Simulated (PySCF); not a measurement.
Numbering as in the mapped SMILES `[SiH3:1][CH2:2][C@:3]12[CH:4]=[CH:5][C@@H:6]3[C@H:7]([CH:8]=[CH:9]1)[C@H:10]23`; H(Xn) means a hydrogen on atom n.

PySCF 2.14 calculation with σ from GIAO-PBE0/pcSseg-1 and structure optimised with GFN2-xTB; one averaged value for each set of equivalent atoms, isolated molecule, non-relativistic, one conformer.

Referencing at the same level of theory: ¹³C (σ = 186.93 ppm) against TMS.

Question: Do the ¹³C shifts follow the atomic charges (in e)? Tabulate both.

Answer: 
```
atoms  hybridisation  δ (ppm)  σ para (ppm)  Hirshfeld    IAO  Mulliken  ESP-fitted
C4/C9            sp2    142.3          -208      -0.05  -0.16     +0.01       -0.32
C5/C8            sp2    125.0          -189      -0.06  -0.17     +0.02       -0.21
   C3            sp3     63.5          -122      +0.02  +0.03     -0.56       +0.50
  C10            sp3     55.3          -108      -0.04  -0.14     -0.01       -0.34
C6/C7            sp3     47.5          -117      -0.04  -0.14     -0.15       -0.02
   C2            sp3     15.9           -74      -0.16  -0.53     -0.36       -0.55
```

Correlation coefficients of δ with charge over these carbons: Hirshfeld +0.32, IAO +0.42, Mulliken +0.57, ESP-fitted +0.03; with the paramagnetic shielding -0.99. Among the 4 sp3 carbons alone: Hirshfeld +0.98, IAO +0.99, Mulliken +0.01, ESP-fitted +0.77. With so few points, grouped by hybridisation, these coefficients are fragile. Charge is one influence among several: hybridisation and low-lying excitations act through the paramagnetic term.

Shifts are as computed. Against solution values, carbons near 30 ppm lie about +3 ppm off and those near 130 ppm about +5 ppm. Of 1211 compounds with measured shifts, 218 miss one by over three times the rms of a fit or turn the order of signals round; such compounds aren't used in these exercises.
